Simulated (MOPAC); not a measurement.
MOPAC input (PM6):

```
PM6 PRECISE GNORM=0.05 LET XYZ UHF MS=0.5 GEO-OK AUX(PRECISION=9) THREADS=1
H6N3OSi

N     1.05421900 1    1.19423700 1    0.75107800 1
Si    0.00843800 1    0.02475500 1   -0.00711400 1
N    -0.78844300 1   -0.93335600 1    1.16506300 1
N     1.08321400 1   -0.86299700 1   -0.98214300 1
O    -1.25401800 1    0.66832700 1   -0.85468700 1
H     0.55399700 1    1.97750800 1    1.17516900 1
H    -1.67805700 1   -0.66133600 1    1.55173100 1
H    -0.27185500 1   -1.54088200 1    1.77917200 1
H     0.82201600 1   -1.65684700 1   -1.54105500 1
H     2.07740000 1   -0.73465100 1   -0.90370900 1
H    -1.03240800 1    1.13783800 1   -1.66220800 1
```

Output:

```
 *******************************************************************************
 **                                                                           **
 **                              MOPAC v23.2.5                                **
 **                                                                           **
 *******************************************************************************
 ** MOPAC's Digital Object Identifier: https://doi.org/10.5281/zenodo.6511958 **
 **                                                                           **
 ** Please cite the open-source release paper for use of this MOPAC version:  **
 ** J. E. Moussa and J. J. P. Stewart (2026)                                  **
 ** MOPAC: An open-source semiempirical molecular orbital program             **
 ** J. Open Source Softw., 11(119), 8025, https://doi.org/10.21105/joss.08025 **
 *******************************************************************************

                              PM6 CALCULATION RESULTS

 *******************************************************************************
 *  PM6        - The PM6 Hamiltonian to be used
 *  GEO-OK     - OVERRIDE INTERATOMIC DISTANCE AND OTHER SAFETY CHECKS
 *  UHF        - UNRESTRICTED HARTREE-FOCK CALCULATION
 *  MS=        - IN MECI, MAGNETIC COMPONENT OF SPIN =  0.5
 *  LET        - OVERRIDE SOME SAFETY CHECKS
 *  PRECISE    - TIGHTER CRITERIA TO BE USED
 *  XYZ        - CARTESIAN COORDINATE SYSTEM TO BE USED
 *  GNORM      - EXIT WHEN GRADIENT NORM DROPS BELOW 0.050
 *  AUX        - OUTPUT AUXILIARY INFORMATION
 *******************************************************************************
PM6 PRECISE GNORM=0.05 LET XYZ UHF MS=0.5 GEO-OK AUX(PRECISION=9) THREADS=1
 H6N3OSi

   ATOM   CHEMICAL          X               Y               Z
  NUMBER   SYMBOL      (ANGSTROMS)     (ANGSTROMS)     (ANGSTROMS)

     1       N          1.05421900  *   1.19423700  *   0.75107800  *
     2      Si          0.00843800  *   0.02475500  *  -0.00711400  *
     3       N         -0.78844300  *  -0.93335600  *   1.16506300  *
     4       N          1.08321400  *  -0.86299700  *  -0.98214300  *
     5       O         -1.25401800  *   0.66832700  *  -0.85468700  *
     6       H          0.55399700  *   1.97750800  *   1.17516900  *
     7       H         -1.67805700  *  -0.66133600  *   1.55173100  *
     8       H         -0.27185500  *  -1.54088200  *   1.77917200  *
     9       H          0.82201600  *  -1.65684700  *  -1.54105500  *
    10       H          2.07740000  *  -0.73465100  *  -0.90370900  *
    11       H         -1.03240800  *   1.13783800  *  -1.66220800  *

          CARTESIAN COORDINATES

    NO.       ATOM           X           Y           Z

     1         N          1.0542      1.1942      0.7511
     2        Si          0.0084      0.0248     -0.0071
     3         N         -0.7884     -0.9334      1.1651
     4         N          1.0832     -0.8630     -0.9821
     5         O         -1.2540      0.6683     -0.8547
     6         H          0.5540      1.9775      1.1752
     7         H         -1.6781     -0.6613      1.5517
     8         H         -0.2719     -1.5409      1.7792
     9         H          0.8220     -1.6568     -1.5411
    10         H          2.0774     -0.7347     -0.9037
    11         H         -1.0324      1.1378     -1.6622

 General Reference for PM6:
 "Optimization of Parameters for Semiempirical Methods V: Modification of NDDO Approximations
 and Application to 70 Elements", J. J. P. Stewart, J. Mol. Mod., 13, 1173-1213 (2007)
 URL: https://link.springer.com/article/10.1007/s00894-007-0233-4

           Empirical Formula: H6 N3 O Si  =    11 atoms

      MOLECULAR POINT GROUP   :   C1

          UHF CALCULATION, NO. OF ALPHA ELECTRONS =   16
                           NO. OF BETA  ELECTRONS =   15

          Geometry optimization using EF

          DIAGONAL MATRIX USED AS START HESSIAN

 CYCLE:     1  GRAD.:    52.306 HEAT: -69.02318
 CYCLE:     2  GRAD.:   207.145 HEAT: -61.78742
 CYCLE:     3  GRAD.:    65.645 HEAT: -73.36524
 CYCLE:     4  GRAD.:   310.498 HEAT: -45.29959
 CYCLE:     5  GRAD.:    80.544 HEAT: -72.67041
 CYCLE:     6  GRAD.:   351.159 HEAT: -38.40311
 CYCLE:     7  GRAD.:   143.638 HEAT: -69.63890
 CYCLE:     8  GRAD.:   307.912 HEAT: -36.59355
 CYCLE:     9  GRAD.:    99.110 HEAT: -73.81616
 CYCLE:    10  GRAD.:   418.055 HEAT: -21.38058
 CYCLE:    11  GRAD.:    59.042 HEAT: -76.84258
 CYCLE:    12  GRAD.:   231.356 HEAT: -56.95481
 CYCLE:    13  GRAD.:    60.833 HEAT: -76.75055
 CYCLE:    14  GRAD.:   264.703 HEAT: -53.43251
 CYCLE:    15  GRAD.:    68.919 HEAT: -77.03308
 CYCLE:    16  GRAD.:   271.578 HEAT: -49.05845
 CYCLE:    17  GRAD.:    21.360 HEAT: -78.85089
 CYCLE:    18  GRAD.:    33.538 HEAT: -78.58872
 CYCLE:    19  GRAD.:     8.489 HEAT: -79.35981
 CYCLE:    20  GRAD.:    18.668 HEAT: -79.34102
 CYCLE:    21  GRAD.:     6.254 HEAT: -79.62560
 CYCLE:    22  GRAD.:     6.260 HEAT: -79.85104
 CYCLE:    23  GRAD.:     6.872 HEAT: -80.02043
 CYCLE:    24  GRAD.:     5.051 HEAT: -80.12127
 CYCLE:    25  GRAD.:     5.401 HEAT: -80.18191
 CYCLE:    26  GRAD.:     7.151 HEAT: -80.25969
 CYCLE:    27  GRAD.:     7.360 HEAT: -80.36816
 CYCLE:    28  GRAD.:     6.067 HEAT: -80.47863
 CYCLE:    29  GRAD.:     6.498 HEAT: -80.53907
 CYCLE:    30  GRAD.:     7.153 HEAT: -80.62108
 CYCLE:    31  GRAD.:     6.318 HEAT: -80.69496
 CYCLE:    32  GRAD.:     4.963 HEAT: -80.78068
 CYCLE:    33  GRAD.:     5.476 HEAT: -80.80797
 CYCLE:    34  GRAD.:     4.862 HEAT: -80.84177
 CYCLE:    35  GRAD.:     3.375 HEAT: -80.87640
 CYCLE:    36  GRAD.:     6.170 HEAT: -80.94659
 CYCLE:    37  GRAD.:     5.356 HEAT: -80.97514
 CYCLE:    38  GRAD.:     4.767 HEAT: -81.01701
 CYCLE:    39  GRAD.:     4.133 HEAT: -81.04145
 CYCLE:    40  GRAD.:     3.298 HEAT: -81.05559
 CYCLE:    41  GRAD.:     6.066 HEAT: -81.05193
 CYCLE:    42  GRAD.:     3.303 HEAT: -81.08115
 CYCLE:    43  GRAD.:     2.510 HEAT: -81.09102
 CYCLE:    44  GRAD.:     2.574 HEAT: -81.10260
 CYCLE:    45  GRAD.:     2.061 HEAT: -81.11056
 CYCLE:    46  GRAD.:     1.474 HEAT: -81.11439
 CYCLE:    47  GRAD.:     1.358 HEAT: -81.11849
 CYCLE:    48  GRAD.:     1.670 HEAT: -81.12096
 CYCLE:    49  GRAD.:     0.852 HEAT: -81.12360
 CYCLE:    50  GRAD.:     0.626 HEAT: -81.12512
 CYCLE:    51  GRAD.:     0.467 HEAT: -81.12603
 CYCLE:    52  GRAD.:     0.521 HEAT: -81.12627
 CYCLE:    53  GRAD.:     0.485 HEAT: -81.12667
 CYCLE:    54  GRAD.:     0.460 HEAT: -81.12741
 CYCLE:    55  GRAD.:     0.351 HEAT: -81.12766
 CYCLE:    56  GRAD.:     0.245 HEAT: -81.12788
 CYCLE:    57  GRAD.:     0.186 HEAT: -81.12795
 CYCLE:    58  GRAD.:     0.389 HEAT: -81.12802
 CYCLE:    59  GRAD.:     0.223 HEAT: -81.12811
 CYCLE:    60  GRAD.:     0.131 HEAT: -81.12816
 CYCLE:    61  GRAD.:     0.085 HEAT: -81.12820
 CYCLE:    62  GRAD.:     0.060 HEAT: -81.12822
 CYCLE:    63  GRAD.:     0.049 HEAT: -81.12824

     GRADIENT =  0.04861 IS LESS THAN CUTOFF =  0.05000

 -------------------------------------------------------------------------------
 PM6 PRECISE GNORM=0.05 LET XYZ UHF MS=0.5 GEO-OK AUX(PRECISION=9) THREADS=1
 H6N3OSi

     GEOMETRY OPTIMISED USING EIGENVECTOR FOLLOWING (EF).
     SCF FIELD WAS ACHIEVED

                              PM6 CALCULATION
                                                       MOPAC v23.2.5 Linux

          FINAL HEAT OF FORMATION =        -81.12824 KCAL/MOL =    -339.44055 KJ/MOL

          COSMO AREA              =        116.73 SQUARE ANGSTROMS
          COSMO VOLUME            =        102.31 CUBIC ANGSTROMS

          GRADIENT NORM           =          0.04861          =       0.01466 PER ATOM
          IONIZATION POTENTIAL    =          9.083349 EV
          ALPHA SOMO LUMO (EV)    =         -9.212  1.682
          BETA  SOMO LUMO (EV)    =         -9.083 -0.606
          NO. OF ALPHA ELECTRONS  =         16
          NO. OF BETA  ELECTRONS  =         15
          MOLECULAR WEIGHT        =         92.1524         POINT GROUP:  Cs

          MOLECULAR DIMENSIONS (Angstroms)

            Atom       Atom       Distance
            H    11    H    10     4.37285
            H     7    H     6     4.15945
            H     9    H     8     3.87290

          SCF CALCULATIONS        =         64

   ATOM   CHEMICAL          X               Y               Z
  NUMBER   SYMBOL      (ANGSTROMS)     (ANGSTROMS)     (ANGSTROMS)

     1       N          0.95464465  *   1.12660987  *   0.81986081  *
     2      Si         -0.01008617  *   0.03305558  *  -0.00909653  *
     3       N         -0.77459630  *  -0.84118004  *   1.23346620  *
     4       N          1.10048218  *  -0.82307122  *  -0.97160584  *
     5       O         -1.11424568  *   0.59727895  *  -0.94316491  *
     6       H          1.09966798  *   2.09405358  *   0.95200270  *
     7       H         -1.76630597  *  -0.97867333  *   1.31849619  *
     8       H         -0.27456955  *  -1.32462990  *   1.96244512  *
     9       H          1.02488064  *  -0.95382117  *  -1.96497079  *
    10       H          1.90560341  *  -1.30144412  *  -0.59999363  *
    11       H         -1.72207507  *   0.98504703  *  -1.45658976  *

                             CARTESIAN COORDINATES

   1    N        0.954644648     1.126609870     0.819860806
   2   Si       -0.010086171     0.033055576    -0.009096531
   3    N       -0.774596304    -0.841180045     1.233466204
   4    N        1.100482176    -0.823071219    -0.971605837
   5    O       -1.114245681     0.597278946    -0.943164911
   6    H        1.099667985     2.094053576     0.952002699
   7    H       -1.766305971    -0.978673326     1.318496190
   8    H       -0.274569552    -1.324629900     1.962445121
   9    H        1.024880638    -0.953821174    -1.964970790
  10    H        1.905603410    -1.301444123    -0.599993629
  11    H       -1.722075068     0.985047028    -1.456589758

           Empirical Formula: H6 N3 O Si  =    11 atoms

      MOLECULAR POINT GROUP   :   Cs

          ALPHA EIGENVALUES
 -30.51851 -30.26381 -30.00053 -27.96112 -20.53583 -17.15014 -16.47341 -16.13258
 -14.16894 -14.06539 -13.97426 -13.21974 -11.81483 -10.68517 -10.24383  -9.21198
   1.68232   1.92801   2.43299   2.52717   2.63936   2.81014   4.03395   4.40441
   4.82946   6.61156   6.72507   6.84948   7.31424   7.38408   7.47820

           BETA EIGENVALUES
 -30.52786 -29.98124 -29.73000 -25.94103 -20.50761 -16.97309 -16.39844 -15.93765
 -13.95708 -13.91023 -13.66690 -13.13059  -9.91952  -9.22573  -9.08335  -0.60560
   1.83609   2.02260   2.41492   2.60138   3.03831   3.57896   4.32683   4.64592
   5.08734   6.65559   6.78602   6.87099   7.44807   7.48364   7.82664

              NET ATOMIC CHARGES AND DIPOLE CONTRIBUTIONS

  ATOM NO.   TYPE          CHARGE      No. of ELECS.   s-Pop       p-Pop       d-Pop
    1          N          -0.318474        5.3185     1.60732     3.71115
    2         Si           0.111235        3.8888     0.84365     1.32676     1.71836
    3          N          -0.442605        5.4426     1.45087     3.99173
    4          N          -0.442697        5.4427     1.45086     3.99183
    5          O          -0.432728        6.4327     1.52749     4.90524
    6          H           0.236668        0.7633     0.76333
    7          H           0.234009        0.7660     0.76599
    8          H           0.236171        0.7638     0.76383
    9          H           0.234001        0.7660     0.76600
   10          H           0.236197        0.7638     0.76380
   11          H           0.348223        0.6518     0.65178
 DIPOLE           X         Y         Z       TOTAL
 POINT-CHG.    -0.456    -0.532    -0.390     0.802
 HYBRID        -0.574     0.038    -0.487     0.754
 SUM           -1.030    -0.494    -0.877     1.440

          ATOMIC ORBITAL ELECTRON POPULATIONS

     Atom    s        px        py        pz      x^2-y^2     xz        z^2       yz        xy
    1  N   1.60732   1.27965   1.23475   1.19675
    2 Si   0.84365   0.41359   0.48554   0.42763   0.34108   0.37275   0.29240   0.36188   0.35026
    3  N   1.45087   1.15691   1.49081   1.34401
    4  N   1.45086   1.32216   1.49523   1.17445
    5  O   1.52749   1.56903   1.70716   1.62905
    6  H   0.76333
    7  H   0.76599
    8  H   0.76383
    9  H   0.76600
   10  H   0.76380
   11  H   0.65178

                    (SZ)    =    0.500000
                    (S**2)  =    0.777930

          ATOMIC ORBITAL SPIN POPULATIONS

    Atom   Total    s     px     py     pz   x^2-y^2  xz     z^2    yz     xy
         Atomic
    1  N  0.9941  0.042  0.392  0.042  0.519
    2 Si -0.2097 -0.021 -0.020 -0.030 -0.021 -0.033 -0.024 -0.021 -0.020 -0.019
    3  N  0.1449  0.009  0.007  0.093  0.036
    4  N  0.1446  0.009  0.034  0.094  0.008
    5  O -0.0028 -0.001 -0.000 -0.001 -0.000
    6  H -0.0418 -0.042
    7  H -0.0063 -0.006
    8  H -0.0082 -0.008
    9  H -0.0063 -0.006
   10  H -0.0082 -0.008
   11  H -0.0004 -0.000

 **********************
 *                    *
 * JOB ENDED NORMALLY *
 *                    *
 **********************

 == MOPAC DONE ==
```

The geometry given is a B3LYP-D3(BJ)/def2-TZVP minimum.
